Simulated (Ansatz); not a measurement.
A short molecular-dynamics run on C2H9AlFP, SMILES `[CH3][Al-]([CH3])([F])[PH3+]`.

```yaml
crystal:
  periodic: [false, false, false]
  atoms:
    - {symbol: C, position_ang: [-1.597996, 1.181696, -0.420413]}
    - {symbol: Al, position_ang: [0.260083, 0.733933, 0.008005]}
    - {symbol: C, position_ang: [0.840470, 0.298907, 1.827481]}
    - {symbol: F, position_ang: [1.429949, 1.389316, -1.003921]}
    - {symbol: P, position_ang: [0.469797, -1.588166, -1.132222]}
    - {symbol: H, position_ang: [-1.855547, 2.170460, -0.024668]}
    - {symbol: H, position_ang: [-1.784916, 1.213943, -1.497818]}
    - {symbol: H, position_ang: [-2.306468, 0.473492, 0.022021]}
    - {symbol: H, position_ang: [1.857035, -0.104027, 1.859387]}
    - {symbol: H, position_ang: [0.176924, -0.425911, 2.310777]}
    - {symbol: H, position_ang: [0.835537, 1.195858, 2.456806]}
    - {symbol: H, position_ang: [1.737929, -2.204203, -1.124868]}
    - {symbol: H, position_ang: [0.220058, -1.660218, -2.517923]}
    - {symbol: H, position_ang: [-0.295856, -2.704181, -0.733845]}
basis:
  gaussian: {orbitals: def2-SVP}
hamiltonian: {xc: {name: PBE}, dispersion: d3bj}
md: {timestep: 2 fs, n_steps: 30, ensemble: nvt_nose_hoover, temperature: 500, initial_velocities: maxwell_boltzmann, seed: 117}
```

```sh
$ ansatz run in.yaml --threads 4 --pin off --events-out ev --progress --plain --max-ram 10444MiB
```

| step | time (fs) | potential energy (eV) | kinetic (eV) | T (K) | conserved (eV) |
| --- | --- | --- | --- | --- | --- |
| 0 | 0.0 | -20803.2556 | 0.7756 | 500 | -20802.4801 |
| 1 | 2.0 | -20803.0410 | 0.6282 | 405 | -20802.4129 |
| 2 | 4.0 | -20803.0389 | 0.5962 | 384 | -20802.4427 |
| 3 | 6.0 | -20803.0169 | 0.5678 | 366 | -20802.4495 |
| 4 | 8.0 | -20802.8576 | 0.4481 | 289 | -20802.4101 |
| 5 | 10.0 | -20803.0174 | 0.5565 | 359 | -20802.4620 |
| 6 | 12.0 | -20802.9972 | 0.5670 | 366 | -20802.4318 |
| 7 | 14.0 | -20802.9559 | 0.5097 | 329 | -20802.4485 |
| 8 | 16.0 | -20802.8627 | 0.4314 | 278 | -20802.4345 |
| 9 | 18.0 | -20802.8060 | 0.3764 | 243 | -20802.4335 |
| 10 | 20.0 | -20802.8765 | 0.4305 | 278 | -20802.4509 |
| 11 | 22.0 | -20802.8273 | 0.4025 | 259 | -20802.4308 |
| 12 | 24.0 | -20802.8464 | 0.4095 | 264 | -20802.4442 |
| 13 | 26.0 | -20802.8788 | 0.4364 | 281 | -20802.4512 |
| 14 | 28.0 | -20802.7344 | 0.3101 | 200 | -20802.4346 |
| 15 | 30.0 | -20802.7257 | 0.3061 | 197 | -20802.4313 |
| 16 | 32.0 | -20802.7884 | 0.3475 | 224 | -20802.4542 |
| 17 | 34.0 | -20802.7468 | 0.3272 | 211 | -20802.4346 |
| 18 | 36.0 | -20802.7899 | 0.3585 | 231 | -20802.4486 |
| 19 | 38.0 | -20802.6827 | 0.2715 | 175 | -20802.4303 |
| 20 | 40.0 | -20802.7116 | 0.3008 | 194 | -20802.4319 |
| 21 | 42.0 | -20802.7490 | 0.3078 | 198 | -20802.4646 |
| 22 | 44.0 | -20802.6109 | 0.2424 | 156 | -20802.3941 |
| 23 | 46.0 | -20802.9014 | 0.4623 | 298 | -20802.4677 |
| 24 | 48.0 | -20802.8056 | 0.4052 | 261 | -20802.4328 |
| 25 | 50.0 | -20802.7235 | 0.3488 | 225 | -20802.4107 |
| 26 | 52.0 | -20802.8600 | 0.4280 | 276 | -20802.4719 |
| 27 | 54.0 | -20802.6429 | 0.3007 | 194 | -20802.3858 |
| 28 | 56.0 | -20802.8294 | 0.4131 | 266 | -20802.4637 |
| 29 | 58.0 | -20802.7573 | 0.3851 | 248 | -20802.4241 |
| 30 | 60.0 | -20802.7805 | 0.4177 | 269 | -20802.4195 |

Velocities are drawn at the set temperature; a run this short doesn't reach equilibrium.

Frames (Å, forces in eV/Å):

```xyz
14
time=0.0 fs
C    -1.598    1.182   -0.420    0.368   -0.155    0.054
Al    0.260    0.734    0.008   -0.404   -0.185    0.363
C     0.840    0.299    1.827   -0.110    0.017   -0.388
F     1.430    1.389   -1.004    0.544    0.305   -0.470
P     0.470   -1.588   -1.132   -0.109    0.546    0.334
H    -1.856    2.170   -0.025   -0.109    0.481    0.201
H    -1.785    1.214   -1.498   -0.089    0.019   -0.536
H    -2.306    0.473    0.022   -0.356   -0.339    0.220
H     1.857   -0.104    1.859    0.507   -0.197    0.013
H     0.177   -0.426    2.311   -0.325   -0.350    0.248
H     0.836    1.196    2.457   -0.011    0.445    0.291
H     1.738   -2.204   -1.125    0.378   -0.195   -0.011
H     0.220   -1.660   -2.518   -0.066   -0.034   -0.419
H    -0.296   -2.704   -0.734   -0.221   -0.359    0.100
14
time=4.0 fs
C    -1.587    1.163   -0.460   -0.675    0.234    1.551
Al    0.269    0.736    0.038   -0.608    0.237   -0.360
C     0.844    0.315    1.839    1.389   -1.135    0.906
F     1.428    1.401   -1.009    0.297    0.008   -0.106
P     0.450   -1.597   -1.147   -0.864    0.422    0.258
H    -1.897    2.190   -0.096    0.334   -0.420   -0.147
H    -1.730    1.199   -1.552   -0.343   -0.400   -0.183
H    -2.298    0.471    0.136    0.585    0.536   -1.149
H     1.964   -0.071    1.818   -1.810    0.453    0.196
H     0.193   -0.415    2.415    0.530    0.101   -0.617
H     0.840    1.173    2.542    0.154    0.372   -0.194
H     1.768   -2.034   -1.060    0.747   -0.508   -0.064
H     0.245   -1.717   -2.547    0.097    0.094   -0.203
H    -0.258   -2.794   -0.798    0.165    0.006    0.111
14
time=8.0 fs
C    -1.582    1.148   -0.483    0.875    1.006   -1.517
Al    0.274    0.739    0.065   -0.604    0.612   -0.913
C     0.862    0.320    1.861   -1.800    1.775    1.373
F     1.429    1.412   -1.016    0.013   -0.267    0.289
P     0.426   -1.605   -1.161    0.935   -0.517   -0.134
H    -1.895    2.166   -0.184    0.154    0.326    0.041
H    -1.726    1.129   -1.639   -0.038   -0.374    1.629
H    -2.230    0.522    0.105   -1.031   -1.043    0.102
H     1.861    0.011    1.803    2.308   -0.898    0.070
H     0.272   -0.403    2.442   -0.163   -0.549   -0.123
H     0.864    1.209    2.601    0.034   -0.598   -1.092
H     1.885   -1.936   -1.008   -1.275   -0.068   -0.300
H     0.283   -1.759   -2.603    0.205    0.211    0.511
H    -0.197   -2.884   -0.845    0.387    0.385    0.065
14
time=12.0 fs
C    -1.569    1.143   -0.516    0.042   -0.158    2.792
Al    0.276    0.745    0.088   -0.408    0.559   -1.169
C     0.868    0.339    1.898    1.531   -1.859   -1.004
F     1.430    1.422   -1.020   -0.214   -0.426    0.575
P     0.406   -1.614   -1.175    0.753    0.084    0.229
H    -1.869    2.180   -0.267   -0.050    0.096    0.038
H    -1.733    1.002   -1.545   -0.237   -0.323   -2.110
H    -2.272    0.462    0.056    0.258    0.394   -0.369
H     1.969    0.002    1.803   -1.084    0.273    0.186
H     0.335   -0.464    2.444   -0.110   -0.035   -0.080
H     0.895    1.193    2.529   -0.052    1.481    0.982
H     1.836   -1.854   -0.999   -0.534   -0.200   -0.209
H     0.351   -1.770   -2.595    0.050    0.178   -0.028
H    -0.082   -2.924   -0.880    0.053   -0.064    0.167
14
time=16.0 fs
C    -1.556    1.136   -0.527   -0.852   -0.749   -0.806
Al    0.276    0.755    0.103   -0.127    0.412   -1.124
C     0.888    0.343    1.927    1.056    0.024    0.198
F     1.429    1.428   -1.019   -0.334   -0.487    0.720
P     0.390   -1.623   -1.189   -1.066    0.430    0.387
H    -1.850    2.207   -0.347   -0.119   -0.500   -0.180
H    -1.756    0.844   -1.636    0.616    0.766    1.190
H    -2.297    0.439   -0.030    0.294    0.611    0.183
H     1.976    0.014    1.829   -0.688    0.329    0.121
H     0.379   -0.528    2.436    0.032    0.823   -0.065
H     0.915    1.317    2.544   -0.235   -1.214   -0.393
H     1.729   -1.804   -1.018    1.718   -0.340    0.160
H     0.426   -1.755   -2.590   -0.126    0.070   -0.474
H     0.042   -2.970   -0.891   -0.171   -0.175    0.082
14
time=20.0 fs
C    -1.551    1.121   -0.543    0.391   -0.308   -0.702
Al    0.275    0.767    0.113    0.057    0.280   -0.721
C     0.918    0.348    1.956   -1.005    1.055   -1.135
F     1.426    1.430   -1.013   -0.334   -0.446    0.683
P     0.370   -1.631   -1.200    1.306   -0.531    0.039
H    -1.850    2.174   -0.450   -0.217    0.307   -0.035
H    -1.698    0.787   -1.605    0.488    0.515    0.083
H    -2.297    0.491   -0.080   -0.725   -0.372    0.991
H     1.934    0.060    1.868    1.898   -0.403   -0.138
H     0.417   -0.490    2.427   -0.667   -0.278    0.602
H     0.902    1.303    2.527   -0.223   -0.313    0.238
H     1.818   -1.797   -1.021   -0.548    0.107   -0.070
H     0.482   -1.729   -2.643   -0.247   -0.002    0.355
H     0.142   -3.035   -0.893   -0.174    0.389   -0.189
14
time=24.0 fs
C    -1.544    1.103   -0.564   -1.051    0.092    1.726
Al    0.274    0.781    0.119    0.129    0.142   -0.216
C     0.941    0.358    1.970    1.250   -1.344   -1.213
F     1.420    1.428   -1.001   -0.207   -0.336    0.483
P     0.355   -1.641   -1.211    2.051   -0.372    0.135
H    -1.877    2.169   -0.560    0.156   -0.142    0.095
H    -1.570    0.790   -1.594   -0.024   -0.351   -1.116
H    -2.366    0.516   -0.013    0.827    0.506   -0.497
H     2.081    0.070    1.896   -1.727    0.408    0.249
H     0.378   -0.466    2.489    0.308    0.376   -0.228
H     0.855    1.266    2.559    0.011    0.679    0.584
H     1.849   -1.778   -1.031   -1.152    0.228   -0.110
H     0.502   -1.703   -2.651   -0.281   -0.074    0.304
H     0.215   -3.050   -0.920   -0.291    0.187   -0.195
14
time=28.0 fs
C    -1.547    1.085   -0.568    0.495    0.637   -1.755
Al    0.274    0.795    0.123   -0.046    0.016    0.256
C     0.976    0.357    1.971   -2.044    1.778    0.550
F     1.412    1.424   -0.986    0.062   -0.183    0.175
P     0.350   -1.652   -1.222   -0.097    0.403    0.561
H    -1.883    2.150   -0.656    0.311   -0.101    0.177
H    -1.450    0.757   -1.703   -0.531    0.190    1.899
H    -2.342    0.596    0.002   -0.388   -0.632   -0.127
H     2.028    0.127    1.957    1.028   -0.343    0.140
H     0.372   -0.401    2.526    0.308   -0.154   -0.306
H     0.814    1.304    2.657    0.437   -1.170   -1.152
H     1.731   -1.727   -1.056    1.029    0.050    0.154
H     0.480   -1.688   -2.623   -0.213   -0.066   -0.543
H     0.244   -3.041   -0.975   -0.351   -0.424   -0.030
14
time=32.0 fs
C    -1.546    1.075   -0.590    0.164    0.948    1.855
Al    0.274    0.810    0.129   -0.243   -0.218    0.683
C     0.991    0.374    1.975    0.192   -0.554   -1.358
F     1.405    1.418   -0.969    0.356    0.007   -0.180
P     0.345   -1.662   -1.229   -0.010   -0.062    0.115
H    -1.846    2.125   -0.725    0.045    0.488    0.219
H    -1.402    0.736   -1.584   -0.259   -0.986   -1.592
H    -2.358    0.595   -0.011   -0.020   -0.347   -0.336
H     2.083    0.143    2.041   -0.353   -0.096   -0.156
H     0.405   -0.366    2.523   -0.189   -0.897   -0.004
H     0.829    1.211    2.616   -0.075    1.701    0.740
H     1.743   -1.667   -1.062    0.640   -0.101    0.012
H     0.425   -1.682   -2.660   -0.127    0.016    0.012
H     0.222   -3.083   -1.038   -0.122    0.102   -0.009
14
time=36.0 fs
C    -1.542    1.076   -0.595   -0.150   -0.263   -0.276
Al    0.272    0.823    0.138   -0.320   -0.479    0.738
C     1.002    0.389    1.967    0.261   -0.131    0.877
F     1.400    1.412   -0.953    0.551    0.175   -0.414
P     0.341   -1.672   -1.237    1.494   -0.232   -0.143
H    -1.799    2.153   -0.763   -0.050   -0.336    0.111
H    -1.401    0.598   -1.619   -0.354    0.441    0.665
H    -2.385    0.541   -0.067    0.458    0.374   -0.325
H     2.123    0.140    2.100   -1.226    0.246   -0.489
H     0.427   -0.436    2.506    0.387    0.553   -0.510
H     0.845    1.299    2.636    0.058   -0.512   -0.508
H     1.844   -1.624   -1.066   -1.248   -0.314   -0.315
H     0.351   -1.673   -2.697    0.024    0.078    0.540
H     0.182   -3.113   -1.101    0.115    0.400    0.051
14
time=40.0 fs
C    -1.538    1.076   -0.600    0.873   -0.706   -1.411
Al    0.269    0.834    0.152   -0.313   -0.636    0.580
C     1.014    0.401    1.965   -2.096    1.601    0.033
F     1.400    1.408   -0.940    0.588    0.231   -0.486
P     0.343   -1.683   -1.245    0.390    0.368    0.396
H    -1.762    2.145   -0.785   -0.281   -0.063   -0.078
H    -1.444    0.505   -1.611    0.027    1.138    0.961
H    -2.363    0.528   -0.159   -0.717   -0.041    0.766
H     2.034    0.161    2.092    2.101   -0.309   -0.283
H     0.489   -0.448    2.427   -0.508   -0.039    0.305
H     0.863    1.351    2.610   -0.070   -1.114   -0.523
H     1.782   -1.626   -1.116   -0.189   -0.351   -0.243
H     0.279   -1.652   -2.666    0.073    0.146   -0.185
H     0.156   -3.092   -1.156    0.120   -0.225    0.169
14
time=44.0 fs
C    -1.527    1.068   -0.617   -0.859    0.390    2.610
Al    0.263    0.842    0.169   -0.175   -0.564    0.113
C     1.010    0.427    1.964    1.549   -2.295   -1.674
F     1.405    1.405   -0.931    0.429    0.155   -0.365
P     0.346   -1.693   -1.251   -1.356    0.398    0.509
H    -1.764    2.126   -0.816   -0.234    0.159   -0.032
H    -1.482    0.545   -1.515    0.449   -0.929   -2.617
H    -2.413    0.531   -0.157    0.538    0.689    0.273
H     2.140    0.161    2.031   -1.386    0.463   -0.413
H     0.490   -0.455    2.383   -0.229    0.144    0.314
H     0.865    1.290    2.539   -0.444    1.784    1.652
H     1.710   -1.681   -1.202    1.660   -0.254   -0.137
H     0.216   -1.610   -2.656    0.011    0.127   -0.361
H     0.148   -3.099   -1.187    0.047   -0.266    0.128
14
time=48.0 fs
C    -1.524    1.061   -0.613   -0.321   -0.304   -1.665
Al    0.257    0.846    0.187    0.046   -0.226   -0.527
C     1.018    0.435    1.947   -1.368    0.988    1.039
F     1.413    1.404   -0.925    0.155    0.014   -0.084
P     0.345   -1.701   -1.255    1.163   -0.163   -0.172
H    -1.798    2.124   -0.852    0.182   -0.277    0.143
H    -1.464    0.524   -1.669   -0.079    0.916    1.672
H    -2.405    0.619   -0.108    0.015   -0.096    0.147
H     2.095    0.218    1.913    0.218    0.005    0.041
H     0.455   -0.442    2.387    0.417    0.524   -0.007
H     0.821    1.379    2.633    0.417   -1.575   -0.919
H     1.828   -1.775   -1.311   -0.907   -0.061   -0.093
H     0.156   -1.550   -2.691    0.059   -0.080    0.458
H     0.148   -3.139   -1.201    0.004    0.335   -0.032
14
time=52.0 fs
C    -1.526    1.051   -0.625   -0.117    0.711    0.367
Al    0.251    0.849    0.202    0.042    0.086   -1.100
C     1.010    0.452    1.940   -0.545    0.387   -0.404
F     1.423    1.403   -0.920   -0.076   -0.125    0.162
P     0.348   -1.709   -1.259    1.684   -0.119   -0.082
H    -1.809    2.093   -0.867    0.262    0.397    0.180
H    -1.454    0.608   -1.632   -0.231   -0.483   -0.061
H    -2.391    0.698   -0.035   -0.078   -0.511   -0.155
H     2.083    0.277    1.793    0.284   -0.191    0.266
H     0.471   -0.371    2.398   -0.025   -0.911    0.316
H     0.829    1.285    2.627    0.226    0.551    0.263
H     1.837   -1.878   -1.433   -1.197    0.196    0.104
H     0.103   -1.500   -2.667   -0.037   -0.147    0.228
H     0.147   -3.138   -1.218   -0.190    0.159   -0.083
14
time=56.0 fs
C    -1.529    1.051   -0.630   -0.361    0.861    1.086
Al    0.245    0.852    0.211   -0.032    0.191   -1.587
C     0.994    0.472    1.928    0.630   -0.775    0.519
F     1.432    1.400   -0.913   -0.222   -0.196    0.314
P     0.360   -1.718   -1.264   -0.325    0.465    0.819
H    -1.781    2.112   -0.855    0.206    0.161    0.207
H    -1.475    0.615   -1.630   -0.271   -0.635   -0.338
H    -2.384    0.705    0.012    0.273   -0.279   -0.588
H     2.115    0.307    1.716   -1.182   -0.015    0.561
H     0.501   -0.402    2.441    0.541    0.104   -0.389
H     0.871    1.275    2.670    0.193    0.444    0.039
H     1.692   -1.957   -1.546    1.254    0.001   -0.169
H     0.042   -1.470   -2.614   -0.286   -0.011   -0.453
H     0.115   -3.116   -1.246   -0.418   -0.316   -0.022
14
time=60.0 fs
C    -1.537    1.062   -0.622    0.496   -0.190   -1.681
Al    0.239    0.857    0.211   -0.041    0.113   -1.670
C     0.984    0.482    1.921   -1.364    1.105    2.524
F     1.439    1.397   -0.904   -0.266   -0.173    0.342
P     0.370   -1.725   -1.265    0.132   -0.109   -0.116
H    -1.722    2.152   -0.812   -0.057   -0.346    0.034
H    -1.533    0.529   -1.686   -0.085    0.946    1.856
H    -2.352    0.665   -0.014   -0.550   -0.218    0.163
H     2.018    0.330    1.711    1.634   -0.265   -0.147
H     0.600   -0.433    2.436    0.034    0.210   -0.161
H     0.933    1.347    2.732    0.008   -1.323   -1.428
H     1.695   -2.033   -1.681    0.353    0.100    0.015
H    -0.058   -1.444   -2.613   -0.076   -0.062    0.207
H     0.024   -3.129   -1.279   -0.217    0.211    0.062
```

Hardware: 4 threads of an Arm Neoverse V2 on a shared host. Wall time 37 s, peak host memory 0.17 GiB.
